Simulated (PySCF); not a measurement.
A side-by-side comparison of computed properties.

First species: C₄H₈F₃NO.
Numbering: `[NH2:1][CH2:2][CH2:3][CH2:4][O:5][C:6]([F:7])([F:8])[F:9]` (hydrogens: H10, H11 on N1; H12, H13 on C2; H14, H15 on C3; H16, H17 on C4)

Geometry (GFN2-xTB, Å), atoms numbered from 1 in this order:
```
atom  x, y, z in Å
N1    -2.1639    0.4215    0.9504
C2    -1.9084    0.3998   -0.4805
C3    -0.6632   -0.4357   -0.7775
C4     0.5438    0.1352   -0.0510
O5     1.6670   -0.7400   -0.3005
C6     2.7907   -0.3809    0.2728
F7     3.7490   -1.2527   -0.0195
F8     3.2403    0.8329   -0.1107
F9     2.7244   -0.3115    1.6183
H10   -2.3867   -0.5113    1.2820
H11   -2.9517    1.0223    1.1624
H12   -1.7388    1.4318   -0.7997
H13   -2.7483   -0.0043   -1.0694
H14   -0.4724   -0.4513   -1.8501
H15   -0.8156   -1.4623   -0.4425
H16    0.3440    0.1802    1.0234
H17    0.7828    1.1384   -0.4178
```

Second species: C₃HN₃S.
Geometry (GFN2-xTB, Å), atoms numbered from 1 in this order:
```
atom  x, y, z in Å
N1     2.8373   -0.4192    0.0557
C2     1.6928   -0.3969    0.0166
C3     0.2873   -0.3148   -0.0258
C4    -0.4655    0.8855    0.0739
N5    -1.7546    0.6730    0.0042
S6    -2.0272   -0.9172   -0.1747
N7    -0.4868   -1.3798   -0.1674
H8    -0.0742    1.8787    0.1931
```

Levels: PBE0/def2-SVPD for HOMO energy, LUMO energy, HOMO–LUMO gap and static isotropic polarisability; TDDFT PBE0/def2-SVPD for lowest singlet excitation; TDA PBE0/def2-SVPD for lowest triplet excitation (Tamm–Dancoff). Geometries: GFN2-xTB. Each structure is a single optimised conformer of the isolated species, non-relativistic unless stated. Electronic properties by PySCF.

| property | column X | column Y |
| --- | --- | --- |
| HOMO energy | -7.33 eV | -8.67 eV |
| LUMO energy | 0.45 eV | -2.70 eV |
| HOMO–LUMO gap | 7.78 eV | 5.97 eV |
| lowest singlet excitation | 6.36 eV | 4.82 eV |
| lowest triplet excitation (Tamm–Dancoff) | 6.06 eV | 3.74 eV |
| static isotropic polarisability | 65.9 au | 67.9 au |

Problem. Which column belongs to which species?

Solution. Column X is the first species and column Y the second. The first has 17 atoms and 74 electrons, the second 8 and 56.

Problem. How does each property change from the first species to the second?

Solution. HOMO energy -1.34 eV; LUMO energy -3.15 eV; HOMO–LUMO gap -1.81 eV; lowest singlet excitation -1.54 eV; lowest triplet excitation (Tamm–Dancoff) -2.32 eV; static isotropic polarisability +2.0 au.

On the first: The vertical singlet–triplet gap S1 − T1 is 0.30 eV (TDDFT singlet less Tamm–Dancoff triplet; S1: HOMO→LUMO, weight 0.95; T1: HOMO→LUMO, weight 0.89). The principal polarisabilities are 58.4, 61.9 and 77.4 au; their mean is the isotropic value.

On the second: The vertical singlet–triplet gap S1 − T1 is 1.08 eV (TDDFT singlet less Tamm–Dancoff triplet; S1: HOMO−1→LUMO, weight 0.97; T1: HOMO→LUMO, weight 0.95). The principal polarisabilities are 40.8, 60.9 and 101.9 au; their mean is the isotropic value.
